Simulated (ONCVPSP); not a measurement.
# Before and after: ONCV potential for Ag (Z = 47)

Ag, optimised norm-conserving Vanderbilt (ONCV), made with ONCVPSP 4.0.1 (PBE, fully relativistic). Core [Ar] 3d10, reference 4s2 4p6 4d10 5s1. Waves: 4s+5s: rc 1.35 bohr, ncon 4, nbas 7, qcut 9.5 1/bohr, 2 projectors; 4p: rc 1.35 bohr, ncon 4, nbas 8, qcut 12.4 1/bohr, 2 projectors, debl 2.4 Ha; 4d: rc 1.30 bohr, ncon 4, nbas 8, qcut 8.8 1/bohr, 2 projectors, debl 0.4 Ha. Local part: polynomial inside 1.15 bohr (lpopt 5, dvloc0 3 Ha). Core correction: none.

Open shells are filled in proportion to 2j + 1.

All-electron outer shells of the reference configuration (PBE, scalar-relativistic, ld1.x):

| shell | level (eV) | outermost node (bohr) | outermost maximum (bohr) |
| --- | --- | --- | --- |
| 3d | -358.48 | – | 0.27 |
| 4s | -95.05 | 0.44 | 0.82 |
| 4p | -58.57 | 0.44 | 0.87 |
| 4d | -7.44 | 0.43 | 1.04 |
| 5s | -4.40 | 1.11 | 2.49 |

Change: d: qcut 9.7.

Cutoffs: the cutoffs (Ha) at which the residual kinetic energy of the hardest occupied pseudo-wave falls to 1 and 0.1 mHa per electron; they do not see the model core or the augmentation charge, which bear on the density cutoff. Errors are all-electron minus pseudo energies relative to the spin-unpolarised reference configuration.

**Question.** What does the change do?

**Answer.** The potential gets neither clearly harder nor softer (43 Ha and 52 Ha → 43 Ha and 52 Ha); of the 4 tests that both files solve, the error grows in 0 and shrinks in 2 by more than 15 % and 0.3 meV (median size 0.9 → 0.7 meV); neither file shows a bound ghost.

```csv
quantity,base,changed
"cutoff, loose",43 Ha,43 Ha
"cutoff, tight",52 Ha,52 Ha
loose cutoff by channel,"s 33 Ha, p 43 Ha, d 32 Ha","s 33 Ha, p 43 Ha, d 34 Ha"
bound ghosts,none,none
GHOST(+) flags under 300 eV,none,none
"error for 4s2 4p6 4d10 5s0, meV [ΔE 7.76 eV]",+0.2,+0.2
"error for 4s2 4p6 4d9 5s0, meV [ΔE 29.87 eV]",+1.6,+1.1
"error for 4s2 4p6 4d8 5s0, meV [ΔE 66.07 eV]",+4.8,+3.5
"error for 4s2 4p6 4d10 5s0 5p1, meV [ΔE 3.86 eV]",+0.1,+0.1
s: phases at 1.37 bohr within 0.05 rad from the reference energy up to (Ha; the scan ends near 5),to the end of the scan,to the end of the scan
p3/2: phases at 1.37 bohr within 0.05 rad from the reference energy up to (Ha; the scan ends near 5),to the end of the scan,to the end of the scan
p1/2: phases at 1.37 bohr within 0.05 rad from the reference energy up to (Ha; the scan ends near 5),to the end of the scan,to the end of the scan
d5/2: phases at 1.32 bohr within 0.05 rad from the reference energy up to (Ha; the scan ends near 5),to the end of the scan,to the end of the scan
d3/2: phases at 1.32 bohr within 0.05 rad from the reference energy up to (Ha; the scan ends near 5),to the end of the scan,to the end of the scan
```

Base: These tests converged, but a pseudo level misses the all-electron one widely, so the file describes the atom poorly there or has found another state: 4s2 4p6 4d10 5s0 5p1: empty 5s by 5.5 eV. Changed file: These tests converged, but a pseudo level misses the all-electron one widely, so the file describes the atom poorly there or has found another state: 4s2 4p6 4d10 5s0 5p1: empty 5s by 5.5 eV.
